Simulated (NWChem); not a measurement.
System: AsF$_{2}$, doublet; SMILES F[As]F

Here is an NWChem input.

```
start job
memory heap 200 mb stack 900 mb global 1100 mb
geometry units angstroms noautoz
  F      1.303137     0.000000    -0.764621
  As     0.000000     0.000000     0.387230
  F     -1.303137     0.000000    -0.764621
end
basis spherical
  * library def2-svp
end
dft
  odft
  mult 2
  xc b3lyp
  iterations 150
  mulliken
end
task dft gradient
```

Excerpt of the output:

```
             Northwest Computational Chemistry Package (NWChem) 7.3.0
             --------------------------------------------------------

 C2V symmetry detected

                             Geometry "geometry" -> ""
                             -------------------------

 Output coordinates in angstroms (scale by  1.889725989 to convert to a.u.)

  No.       Tag          Charge          X              Y              Z
 ---- ---------------- ---------- -------------- -------------- --------------
    1 F                    9.0000     1.30313700     0.00000000    -0.74531535
    2 As                  33.0000     0.00000000     0.00000000     0.40653565
    3 F                    9.0000    -1.30313700     0.00000000    -0.74531535

 Effective nuclear repulsion energy (a.u.)     197.1761907116

      Symmetry information
      --------------------

 Group name             C2v
 Group number             16
 Group order               4
 No. of unique centers     2

                                 NWChem DFT Module
                                 -----------------

 Summary of "ao basis" -> "ao basis" (spherical)
 ------------------------------------------------------------------------------
       Tag                 Description            Shells   Functions and Types
 ---------------- ------------------------------  ------  ---------------------
 F                          def2-svp                 6       14   3s2p1d
 As                         def2-svp                12       32   5s4p3d

      Symmetry analysis of basis
      --------------------------

        a1         25
        a2          7
        b1         17
        b2         11

            General Information
            -------------------
          SCF calculation type: DFT
          Wavefunction type:  spin polarized.
          No. of atoms     :     3
          No. of electrons :    51
           Alpha electrons :    26
            Beta electrons :    25
          Charge           :     0
          Spin multiplicity:     2
          Use of symmetry is: on ; symmetry adaption is: on
          Maximum number of iterations: 150
          AO basis - number of functions:    60
                     number of shells:    24
          Convergence on energy requested:  1.00D-06
          Convergence on density requested:  1.00D-05
          Convergence on gradient requested:  5.00D-04

              XC Information
              --------------
                         B3LYP Method XC Potential
                     Hartree-Fock (Exact) Exchange  0.200
                        Slater Exchange Functional  0.800 local
                    Becke 1988 Exchange Functional  0.720 non-local
              Lee-Yang-Parr Correlation Functional  0.810
                  VWN I RPA Correlation Functional  0.190 local

             Grid Information
             ----------------
          Grid used for XC integration:  medium
          Radial quadrature: Mura-Knowles
          Angular quadrature: Lebedev.
          Tag              B.-S. Rad. Rad. Pts. Rad. Cut. Ang. Pts.
          ---              ---------- --------- --------- ---------
          F                   0.50       49           7.0       434
          As                  1.15      112           6.0       590
          Grid pruning is: on
          Number of quadrature shells:   161
          Spatial weights used:  Erf1

      Superposition of Atomic Density Guess
      -------------------------------------

 Sum of atomic energies:       -2432.44464950

      Non-variational initial energy
      ------------------------------

 Total energy =   -2432.474172
 1-e energy   =   -3786.112792
 2-e energy   =    1156.462429
 HOMO         =      -0.113246
 LUMO         =       0.032679

   Symmetry analysis of molecular orbitals - initial alpha
   -------------------------------------------------------

  Numbering of irreducible representations:

     1 a1          2 a2          3 b1          4 b2

  Orbital symmetries:

     1 a1          2 a1          3 b1          4 a1          5 b2
     6 a1          7 b1          8 a1          9 b1         10 a1
    11 b2         12 b1         13 a1         14 a1         15 a2
    16 b2         17 a1         18 b1         19 a1         20 b1
    21 a1         22 b2         23 a2         24 b1         25 a1
    26 b2         27 b1         28 a1         29 a1         30 b2
    31 b1         32 a1         33 a2         34 b2         35 a1
    36 a1

   Symmetry analysis of molecular orbitals - initial beta
   ------------------------------------------------------

  Numbering of irreducible representations:

     1 a1          2 a2          3 b1          4 b2

  Orbital symmetries:

     1 a1          2 a1          3 b1          4 a1          5 b2
     6 a1          7 b1          8 a1          9 b1         10 a1
    11 b2         12 b1         13 a1         14 a1         15 a2
    16 b2         17 a1         18 b1         19 a1         20 b1
    21 a1         22 b2         23 a2         24 b1         25 a1
    26 b2         27 b1         28 a1         29 a1         30 b2
    31 b1         32 a1         33 a2         34 b2         35 a1
    36 a1

     ---------------------------------------------
      Total Density - Mulliken Population Analysis
     ---------------------------------------------

    Atom       Charge   Shell Charges
 -----------   ------   -------------------------------------------------------
    1 F    9     9.62   1.99  1.15  0.80  3.49  2.18  0.00
    2 As  33    31.76   2.00  2.00  2.00  1.34  0.56  6.00  5.98  0.84  0.95  8.19  1.77  0.14
    3 F    9     9.62   1.99  1.15  0.80  3.49  2.18  0.00

     --------------------------------------------
      Spin Density - Mulliken Population Analysis
     --------------------------------------------

    Atom       Charge   Shell Charges
 -----------   ------   -------------------------------------------------------
    1 F    9     0.03   0.00  0.00  0.00  0.03 -0.00  0.00
    2 As  33     0.94   0.00  0.00  0.00  0.00  0.00  0.00  0.00  0.33  0.61  0.00 -0.00  0.00
    3 F    9     0.03   0.00  0.00  0.00  0.03 -0.00  0.00

   convergence    iter        energy       DeltaE   RMS-Dens  Diis-err
 ---------------- ----- ----------------- --------- --------- ---------
 d= 0,ls=0.0,diis     1  -2435.0797274159 -2.63D+03  1.32D-02  1.96D-01
                                                     1.32D-02  1.88D-01
 d= 0,ls=0.0,diis     2  -2434.9080446545  1.72D-01  6.57D-03  7.12D-01
                                                     7.28D-03  7.15D-01
 d= 0,ls=0.0,diis     3  -2435.1738878969 -2.66D-01  6.73D-04  5.39D-03
                                                     8.46D-04  5.91D-03
 d= 0,ls=0.0,diis     4  -2435.1753223054 -1.43D-03  1.19D-04  1.23D-04
                                                     7.81D-05  9.48D-05
 d= 0,ls=0.0,diis     5  -2435.1753564410 -3.41D-05  4.01D-05  5.02D-06
                                                     2.51D-05  5.42D-06
  Resetting Diis
 d= 0,ls=0.0,diis     6  -2435.1753580552 -1.61D-06  7.03D-06  4.88D-07
                                                     1.73D-05  5.29D-07
 d= 0,ls=0.0,diis     7  -2435.1753582880 -2.33D-07  4.20D-06  1.81D-08
                                                     3.07D-06  6.88D-09

         Total DFT energy =    -2435.175358288046
      One electron energy =    -3784.802354224953
           Coulomb energy =     1256.533894557030
    Exchange-Corr. energy =     -104.083089331724
 Nuclear repulsion energy =      197.176190711602

 Numeric. integr. density =       51.000005473925

                  Occupations of the irreducible representations
                  ----------------------------------------------

                     irrep           alpha         beta
                     --------     --------     --------
                     a1               12.0         12.0
                     a2                2.0          2.0
                     b1                7.0          7.0
                     b2                5.0          4.0

                    DFT Final Alpha Molecular Orbital Analysis
                    ------------------------------------------

 Vector   24  Occ=1.000000D+00  E=-4.062444D-01  Symmetry=b1
              MO Center=  1.2D-14, -9.4D-16, -7.1D-01, r^2= 2.2D+00
   Bfn.  Coefficient  Atom+Function         Bfn.  Coefficient  Atom+Function
  ----- ------------  ---------------      ----- ------------  ---------------
     4      0.410539  1 F  px                50      0.410539  3 F  px
     7     -0.287506  1 F  px                53     -0.287506  3 F  px
     6      0.248004  1 F  pz                52     -0.248004  3 F  pz
     9     -0.165520  1 F  pz                55      0.165520  3 F  pz
    29     -0.096611  2 As px                35     -0.036163  2 As d  1

 Vector   25  Occ=1.000000D+00  E=-3.805127D-01  Symmetry=a1
              MO Center= -1.2D-14, -3.8D-15, -5.7D-02, r^2= 2.5D+00
   Bfn.  Coefficient  Atom+Function         Bfn.  Coefficient  Atom+Function
  ----- ------------  ---------------      ----- ------------  ---------------
    18      0.398999  2 As s                  6      0.377730  1 F  pz
    52      0.377730  3 F  pz                19      0.305267  2 As s
     9     -0.273243  1 F  pz                55     -0.273243  3 F  pz
    17     -0.266336  2 As s                 28      0.254145  2 As pz
    25     -0.150496  2 As pz                31      0.106651  2 As pz

[...]

                         DFT ENERGY GRADIENTS

    atom               coordinates                        gradient
                 x          y          z           x          y          z
   1 F       2.462572   0.000000  -1.408442   -0.004632   0.000000   0.003564
   2 As      0.000000   0.000000   0.768241    0.000000   0.000000  -0.007129
   3 F      -2.462572   0.000000  -1.408442    0.004632   0.000000   0.003564
```

Level: B3LYP/def2-SVP, spin-unrestricted. In the optimisation the excess spin sits in b2 (C2v, its own frame). Geometry: optimised at PBE0/def2-SVP, spin-unrestricted. No stability test was run on the SCF state. B3LYP is NWChem's, with the RPA form of VWN correlation.
